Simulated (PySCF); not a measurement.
C2H2BF3, SMILES F/C=C\B(F)F. Atoms are numbered in the order given.

```xyz
8

F      0.6205    -1.9885     0.0000
C     -0.6439    -1.5648     0.0000
C     -0.9912    -0.2622     0.0000
B     -0.0043     0.9302     0.0000
F      1.3197     0.7816     0.0000
F     -0.4667     2.1838     0.0000
H     -1.3543    -2.4118     0.0000
H     -2.0755    -0.0688     0.0000
```

Geometry: PBE-D3(BJ)/def2-SVP. The structure was generated by enumeration; whether it is a known compound was not checked. The values are those of a single conformer.

Method: PBE/def2-TZVP (PySCF).

Symmetry labels are those of the subgroup Cs that the program uses (full group Cs).

Computed valence orbital energies around the gap with their symmetry:
| orbital | symmetry | energy (eV) |
|---|---|---|
| HOMO−7 | A" | -11.86 |
| HOMO−6 | A" | -11.55 |
| HOMO−5 | A' | -11.11 |
| HOMO−4 | A" | -10.23 |
| HOMO−3 | A' | -9.70 |
| HOMO−2 | A' | -9.60 |
| HOMO−1 | A' | -8.76 |
| HOMO | A" | -7.18 |
| LUMO | A" | -2.54 |
| LUMO+1 | A' | 0.36 |
| LUMO+2 | A' | 0.81 |
| LUMO+3 | A" | 1.08 |
